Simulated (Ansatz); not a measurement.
The cluster Na2Se, relaxed as a triplet with UKS PBE-D4/def2-TZVP in Ansatz, starting from the PBE-D4/def2-TZVP geometry of the neutral singlet. Force threshold 0.02 eV/Å.

The relaxation made no stability test and no search for a lower SCF solution. At PBE-D4/def2-TZVP a singlet of charge 0 lies 1.38 eV below the triplet, each at its own geometry. The structure comes from a short search, and lower isomers may exist.

Start:

Cartesian coordinates in Å:
```
Na 1.858 -0.826 -0.637
Na -1.778 1.130 -0.320
Se -0.080 -0.303 0.958
```

```tsv
step	energy (eV)	largest force component (eV/Å)	SCF passes
1	-74166.2130	0.781	16
2	-74166.3437	0.340	19
3	-74166.4162	0.095	20
4	-74166.4694	0.144	20
5	-74166.4899	0.110	19
6	-74166.4934	0.054	19
7	-74166.4942	0.000	21
```

Force components are those of the run's own axes.

End:

Cartesian coordinates in Å:
```
Na 1.514 -0.554 -0.847
Na -1.394 1.010 -0.593
Se -0.120 -0.456 1.439
```

By distances, no bond broke or formed, bridged metal pairs apart. The bond that changes most is Na2–Se3, from 2.56 to 2.81 Å (atoms count from 1). Metal–metal contacts that move far: Na1–Na2 4.14 to 3.31 Å.

No frequencies were taken in this run, so the end may be a saddle point.

It took 7.5 s on 4 threads of Arm Neoverse V1 on a shared host.
